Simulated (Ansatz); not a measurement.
Two spin states of MgAl+, each at its own minimum; 2S+1 = 1, 3 were tried, and our sources give no spin for the ground state.

```json
[
 {"level": "PBE/def2-TZVPP", "energy of the multiplicity-3 state above the multiplicity-1 state (eV)": "1.672"},
 {"level": "PBE0/def2-TZVPP", "energy of the multiplicity-3 state above the multiplicity-1 state (eV)": "1.603"},
 {"level": "CCSD/def2-TZVPP", "energy of the multiplicity-3 state above the multiplicity-1 state (eV)": "1.767"},
 {"level": "CCSD(T)/def2-TZVPP", "energy of the multiplicity-3 state above the multiplicity-1 state (eV)": "1.770"}
]
```

The rows run from 1.603 (PBE0/def2-TZVPP) to 1.770 eV (CCSD(T)/def2-TZVPP).

Each state is the lowest solution found for its spin in def2 and cc sets. The singlet is a restricted closed-shell determinant, which can mix singlet states where a π or δ shell is part-filled.

Correlated levels freeze the inner cores; with def2 sets outer-core shells near the valence are correlated too.

Doubts at one or more of the structures used: a restricted determinant that unrestricted orbitals would lower (CCSD/def2-TZVPP, CCSD(T)/def2-TZVPP).

Programs: Ansatz (a first-principles code).
